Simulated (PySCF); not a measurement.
## Ti²⁺: ionisation energy

Ti²⁺ [Ar] 3d2 (3F) → Ti³⁺ [Ar] 3d1 (2D), as a difference of total energies. All numbers are calculated (PySCF 2.14, the non-relativistic Hamiltonian (point nucleus), in def2-QZVPPD). Correlated levels: valence and next inner shell: [Ne] frozen. The calculations carry no spin-orbit coupling.

```
                                method  ionisation energy (eV)
                                   UHF                  26.791
    MP2 (valence and next inner shell)                  27.388
SCS-MP2 (valence and next inner shell)                  27.290
   CCSD (valence and next inner shell)                  27.356
CCSD(T) (valence and next inner shell)                  27.372
```

Task: How much does correlation contribute at CCSD(T) (valence and next inner shell)?

Result: 27.372 − (26.791) = 0.581 eV, measured against UHF.

These non-relativistic numbers lack the scalar-relativistic shift.

The reference lies between the lowest fine-structure levels, while these numbers refer to the centres of the terms.

Errors of the correlated levels include the incompleteness of this basis and the frozen core.

For comparison: 27.492 eV (measured; NIST Atomic Spectra Database, ionization energies).
